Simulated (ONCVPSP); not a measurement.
**Ru (Z = 44): variants of one ONCV potential**

Base potential:

```json
{"Element": "Ru", "Generator": "ONCVPSP 4.0.1", "Type": "optimised norm-conserving Vanderbilt (ONCV)", "Functional": "PBE", "Relativity": "fully relativistic", "Frozen core": "[Kr]", "Valence charge": "8", "Reference configuration": "4d7 5s1", "Partial waves": "5s: rc 2.35 bohr, ncon 5, nbas 10, qcut 2.5 1/bohr, 2 projectors, debl 3.7 Ha; p scattering state at 0.14 Ha: rc 2.30 bohr, ncon 3, nbas 7, qcut 3.2 1/bohr, 2 projectors, debl 2.8 Ha; 4d: rc 1.40 bohr, ncon 3, nbas 7, qcut 7.9 1/bohr, 2 projectors, debl 3.1 Ha", "Local potential": "polynomial inside 1.10 bohr (lpopt 5, dvloc0 -1 Ha)", "Core correction": "Teter function, parameters optimised by the program"}
```

Open shells are filled in proportion to 2j + 1.

All-electron outer shells of the reference configuration (PBE, scalar-relativistic, ld1.x):

```tsv
shell	level (eV)	outermost node (bohr)	outermost maximum (bohr)
4p	-46.42	0.49	0.98
4d	-5.20	0.48	1.21
5s	-4.24	1.24	2.73
```

Cutoffs, loose and tight: the cutoffs (Ha) at which the residual kinetic energy of the hardest occupied pseudo-wave falls to 1 and 0.1 mHa per electron. They do not see the model core or the augmentation charge, which bear on the density cutoff. Test errors are all-electron minus pseudo excitation energies from the reference, over the configurations 4d7 5s0; 4d6 5s0; 4d5 5s0; 4d6 5s2. A dash means not determined; rows that change the core or the reference have their own tests.

A true bound ghost makes a file unfit for plane-wave use even where its test errors are small: the radial tests pick states by their node count and pass the ghost by.

| change | outcome | cutoff, loose | cutoff, tight | bound ghosts | GHOST(+) flags above zero | largest test error (meV) |
| --- | --- | --- | --- | --- | --- | --- |
| base | generated | 24 Ha | 29 Ha | s, p3/2, p1/2 | s | -944 |
| all radii but the core radius scaled by about 1.04 (s 2.44, p 2.40, d 1.46 bohr); local potential polynomial inside 1.14 bohr (lpopt 5, dvloc0 -1 Ha) | generated | 24 Ha | 28 Ha | s, p3/2, p1/2 | s | -944 |
| s: qcut 3 | generated | 24 Ha | 29 Ha | s, p3/2, p1/2 | s | -942 |
| local potential polynomial inside 1.10 bohr (lpopt 5, dvloc0 -1.5 Ha) | generated | 24 Ha | 29 Ha | s, p3/2, p1/2 | s | -944 |
| d: nbas 6 | generated | 24 Ha | 29 Ha | s, p3/2, p1/2 | s | -944 |
| p: ncon 5, nbas 9 | generated | 24 Ha | 29 Ha | s, p3/2 | s, p3/2, p1/2 | -944 |
| d: rc 1.48 | generated | 24 Ha | 28 Ha | s, p3/2, p1/2 | s | -947 |

Q: What comes out with this change to the base: d: rc 1.82?

A: outcome: generated; cutoff, loose: 21 Ha; cutoff, tight: 25 Ha; bound ghosts: s, p3/2, p1/2; GHOST(+) flags above zero: s; largest test error (meV): -939.

Q: What comes out with this change to the base: core correction none?

A: outcome: generated; cutoff, loose: 24 Ha; cutoff, tight: 29 Ha; bound ghosts: s, p3/2, p1/2; GHOST(+) flags above zero: s; largest test error (meV): -57.

Q: What comes out with this change to the base: functional PW91?

A: outcome: generated; cutoff, loose: 24 Ha; cutoff, tight: 29 Ha; bound ghosts: s, p3/2, p1/2; GHOST(+) flags above zero: s; largest test error (meV): -1154.
